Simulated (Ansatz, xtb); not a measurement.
# C3H5FGeO3: which of two isomers lies lower

Structure I is `O=C1O[C@@H](F)[C@@H]([GeH3])O1`, a singlet and structure II is `O=C1O[C@@H](F)[C@H]([GeH3])O1`, a singlet. Both are isolated molecules in the gas phase, relaxed with B3LYP-D3(BJ)/def2-SVP; the shapes shown needn't be the lowest conformers.

I (Å):

```xyz
13

C    -0.8143   -0.7304    0.2091
C     1.2705    0.1249    0.5204
C     0.8351   -0.6082    1.7909
F     1.2547    1.4889    0.7000
Ge    0.9459    0.4507    3.4797
O    -1.8413   -0.9667   -0.3317
O     0.3009   -0.2228   -0.4157
O    -0.5383   -0.9248    1.5176
H     2.2668   -0.1453    0.1434
H     1.3952   -1.5522    1.8939
H     2.3971    0.9347    3.6460
H     0.5702   -0.5042    4.6252
H    -0.0373    1.6233    3.3946
```

II (Å):

```yaml
atoms:
  - { symbol: C, position_ang: [0.8439, 1.8025, -0.6271] }
  - { symbol: C, position_ang: [0.9273, -0.4700, -0.5689] }
  - { symbol: C, position_ang: [1.4672, 0.0888, 0.7519] }
  - { symbol: F, position_ang: [1.9488, -0.9521, -1.3429] }
  - { symbol: Ge, position_ang: [0.3070, -0.2209, 2.3465] }
  - { symbol: O, position_ang: [0.6499, 2.8906, -1.0532] }
  - { symbol: O, position_ang: [0.3600, 0.6439, -1.1854] }
  - { symbol: O, position_ang: [1.5496, 1.4966, 0.4849] }
  - { symbol: H, position_ang: [0.1699, -1.2638, -0.4882] }
  - { symbol: H, position_ang: [2.4815, -0.2958, 0.9278] }
  - { symbol: H, position_ang: [0.9411, 0.4864, 3.5519] }
  - { symbol: H, position_ang: [0.2141, -1.7412, 2.5825] }
  - { symbol: H, position_ang: [-1.0807, 0.3613, 2.0264] }
```

Task: Estimate E(II) − E(I) at the level CCSD(T)/def2-SVP + ΔMP2/def2-TZVPP.

Result: CCSD(T)/def2-SVP + ΔMP2/def2-TZVPP gives E(II) − E(I) = +0.94 kcal/mol, slightly favouring structure I, which is too small a margin to settle the true order.

The same difference at several levels:

```tsv
level	geometry	E(II) − E(I) (kcal/mol)	departure from the last row (kcal/mol)	job, with rough time for the two
GFN2-xTB	GFN2-xTB	+3.86	+2.93	optimisation, 0.23 s
HF/STO-3G	GFN2-xTB	+1.46	+0.52	single point, 1 s
r2SCAN-D4/def2-SVP	GFN2-xTB	+0.93	−0.01	single point, 9 s
B3LYP-D3(BJ)/def2-SVP	B3LYP-D3(BJ)/def2-SVP	+1.77	+0.84	optimisation, 2.2 min
HF/def2-SVP	B3LYP-D3(BJ)/def2-SVP	+2.01	+1.07	part of the CCSD(T) run
MP2/def2-SVP	B3LYP-D3(BJ)/def2-SVP	+1.94	+1.00	part of the CCSD(T) run
CCSD(T)/def2-SVP	B3LYP-D3(BJ)/def2-SVP	+1.96	+1.02	single point
CCSD(T)/def2-SVP + ΔMP2/def2-TZVPP	B3LYP-D3(BJ)/def2-SVP	+0.94		single point, 4.8 min
```

As drawn, both hold the same kinds of bond in the same numbers.

The largest departure from CCSD(T)/def2-SVP + ΔMP2/def2-TZVPP is that of GFN2-xTB, 2.93 kcal/mol. The last row adds to CCSD(T) the change of the MP2 difference between the two basis sets, here −1.02 kcal/mol.

With thermal terms from frequencies at re-optimised GFN2-xTB minima (ideal gas, soft modes damped towards free rotors, one conformer each, 298.15 K, 1 atm): on the last row, ΔE + ΔZPE = +0.67, ΔH = +0.82, ΔG = +0.26 kcal/mol.

The correlated steps freeze 16 core orbitals; the filled d shell of Ge is correlated, in a basis made for valence electrons. Run with Ansatz 0.2.0, xtb 6.7.1; the last row on 2 threads of Arm Neoverse V1 on a shared host.
